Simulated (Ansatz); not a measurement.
The cluster B₂Sb⁺ (the lowest singlet isomer of a short search) was relaxed with PBE-D4 (def2-TZVP) in Ansatz in these states: charge +1 quintet, charge +1 singlet, charge +1 triplet. The geometries follow in no particular order.

In the def2 sets Sb takes a core potential; there is no spin–orbit coupling.

A:

Cartesian coordinates in Å:
```
B 0.448 -0.657 -0.477
B -1.064 -0.070 -0.510
Sb 0.616 0.727 0.987
```

B:

```xyz
3

B     0.3940   -0.2037    1.0565
B    -1.1370    0.0944    0.1061
Sb    0.7430    0.1093   -1.1626
```

C:

```xyz
3

B     0.8854    0.1714   -0.4805
B    -0.5277   -0.2760   -0.8304
Sb   -0.3576    0.1046    1.3109
```

Task: Judge from the bond lengths which geometry belongs to which state (an estimate).

Result: A is the charge +1 triplet (B1–B2 1.621 Å, B1–Sb3 2.022 Å, B2–Sb3 2.386 Å); B is the charge +1 quintet (B1–B2 1.826 Å, B1–Sb3 2.268 Å, B2–Sb3 2.268 Å); C is the charge +1 singlet (B1–B2 1.523 Å, B1–Sb3 2.181 Å, B2–Sb3 2.181 Å).

At PBE0-D4/def2-TZVP a singlet lies 0.65 eV below the charge +1 triplet. At PBE0-D4/def2-TZVP a singlet lies 1.74 eV below the charge +1 quintet. These are the stationary points nearest to one start from a short search; other shapes may lie lower in each state.
